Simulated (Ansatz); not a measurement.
`[OH][GeH2][SH]` + HCl → `[SH][GeH2][Cl]` + H₂O at 700 K and 1 bar (ligand exchange at a Ge–O bond).

Calculated with Ansatz (gas phase, PBE0-D4/def2-TZVP geometries, no zero-point term in ΔE). CCSD(T)/CBS adds triple-zeta CCSD(T) − MP2 to the extrapolated MP2 energy (def2 sets, frozen cores). This one scheme is used for every species. For Ge outer-core shells are correlated without core-valence functions, which leaves a few kJ/mol of doubt a bond. Scalar relativity is left out up to krypton. Each species was taken in one conformer, which may not be the lowest.

```tsv
species	CCSD(T)/CBS energy (Eh)	H − E (kJ/mol)	S (J/(mol·K))
`[OH][GeH2][SH]`	-2551.50958	162.0	401.9
HCl	-460.38127	38.4	211.8
`[SH][GeH2][Cl]`	-2935.52817	124.6	398.0
H₂O	-76.37941	80.5	218.4
```

H − E and S are ideal-gas, rigid-rotor, harmonic terms from PBE0-D4/def2-TZVP, for one conformer and one mirror image of each species. 1 Eh = 2625.50 kJ/mol, R = 8.31446 J/(mol·K).

Q: By hand: ΔE, ΔH, ΔS and ΔG.

A: ΔE = (-2935.52817) + (-76.37941) − (-2551.50958) − (-460.38127) = -0.01673 Eh = -43.9 kJ/mol. Δ(H − E) = 124.6 + 80.5 − 162.0 − 38.4 = 4.7, so ΔH = -39.2 kJ/mol. ΔS = 398.0 + 218.4 − 401.9 − 211.8 = 2.7 J/(mol·K). ΔG = -39.2 − 700 × (2.7)/1000 = -41.1 kJ/mol.

Q: By hand: the equilibrium constant, and the temperature at which ΔG would vanish if ΔH and ΔS stayed fixed.

A: log₁₀ K = −ΔG/(RT ln 10) = 3.1. ΔH and −TΔS have one sign here, so there is no such temperature.

The number of gas molecules stays the same, so ΔS is small and ΔH decides. A doubt of 5 kJ/mol in ΔE shifts log₁₀ K by 0.4 here. Other conformers and mirror images would add mixing entropy, several J/(mol·K) or more a flexible species. These are equilibria of isolated gas molecules and say nothing of rates. Largest T1 diagnostic: 0.012 (customary marks: 0.02 for closed shells, 0.045 for open ones).

ΔS is within the doubt of such terms, so its sign, and with it that verdict, could turn.
